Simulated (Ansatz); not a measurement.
Calculated with Ansatz (gas phase, PBE0-D4/def2-TZVP geometries, no zero-point term in ΔE). CBS: MP2 limit from def2 TZ/QZ plus the TZ coupled-cluster correction, frozen cores. This one scheme is used for every species. Functionals use def2-TZVPP. B3LYP here is the variant with VWN-RPA as its local correlation; programs differ in this. HSE06 is defined as in plane-wave codes.

Reaction (silylene loss): `[SiH3][Al]1[CH2][SiH2]1` → `[CH2]1[AlH][SiH2]1` + `[SiH2]`

`[SiH3][Al]1[CH2][SiH2]1`:

```xyz
11

Si    2.039    1.268    1.090
Al    0.093    0.028    0.280
C    -0.969   -0.265   -1.344
Si   -1.720   -1.418   -0.010
H     3.260    0.454    0.831
H     2.192    2.570    0.384
H     1.961    1.532    2.553
H    -1.614    0.597   -1.551
H    -0.627   -0.691   -2.286
H    -3.156   -1.216    0.325
H    -1.459   -2.860   -0.272
```

`[CH2]1[AlH][SiH2]1`:

```xyz
8

C    -0.778   -0.482   -0.059
Al   -0.425    1.436   -0.034
Si    1.132   -0.291    0.079
H    -1.213   -0.793    0.900
H    -1.202   -1.095   -0.854
H    -1.152    2.838   -0.109
H     1.838   -0.686   -1.171
H     1.799   -0.928    1.248
```

`[SiH2]`:

Cartesian coordinates in Å:
```
Si 0.706 0.086 0.022
H -0.415 0.672 -0.831
H -0.291 -0.758 0.809
```

CCSD(T)/CBS gives +253.1 kJ/mol.

(1) Another level gave +239.6 kJ/mol. Which?
A. revPBE/def2-TZVPP
B. r2SCAN/def2-TZVPP
C. B3LYP/def2-TZVPP
D. HSE06/def2-TZVPP

Largest T1 diagnostic among the species: 0.014.

Results:

(1) C. B3LYP 239.6, r2SCAN 276.2, HSE06 268.8, revPBE 249.7 kJ/mol.

From BLYP to BHLYP (50 % exact exchange), in def2-TZVPP and without D4, ΔE moves by +16.1 kJ/mol. Leaving LDA and LC-ωPBE aside and taking each functional with its dispersion term where it has one, the values, not all of them listed here, spread over 37.5 kJ/mol, from BLYP-D4 to r2SCAN-D4. LDA lies +28.8 kJ/mol from PBE without D4.
